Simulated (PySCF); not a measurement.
C3H6O2Si, SMILES C=C=C[SiH](O)O. Atoms are numbered in the order given.

```xyz
12

C      2.5375     0.9412    -0.8869
C      1.3298     0.4777    -1.0923
C      0.1101     0.0204    -1.2226
Si    -0.9853    -0.0643     0.2815
O     -1.3851    -1.6691     0.4392
O     -0.1741     0.5478     1.5902
H      2.7589     2.0076    -0.9967
H      3.3631     0.2704    -0.6276
H     -0.2347    -0.3276    -2.2052
H     -2.2206     0.7549     0.1646
H     -2.0430    -1.8783     1.1090
H      0.7791     0.4082     1.5900
```
Charge 0, spin multiplicity 1.

The structure is a stationary point at PBE0-D3(BJ)/def2-SVP. The structure was generated by enumeration, and PubChem lists no compound with its InChIKey, so it may never have been made. Other conformers were not sampled.

The numbers are results of ωB97X/def2-TZVP run with PySCF, not measurements.

Gas-phase values at a fixed geometry.

### Question
Estimate the frontier levels, gap, dipole moment and polarisability. (Estimate from the structure and the level; the computed values follow.)

### Answer

```
Quantity                                                                                                          Value
---------------------------------------------------------------------------------------------  ------------------------
highest occupied level                                                                                        -10.02 eV
lowest empty level                                                                                              1.70 eV
orbital gap                                                                                                    11.72 eV
dipole moment                                                                                                    0.61 D
quadrupole, principal values (traceless, Buckingham form, about the centre of nuclear charge)  -10.27, -0.30, 10.57 D·Å
mean static polarisability                                                                         67.2 bohr³ (9.95 Å³)
polarisability, principal values                                                                 50.2, 54.3, 97.0 bohr³
```
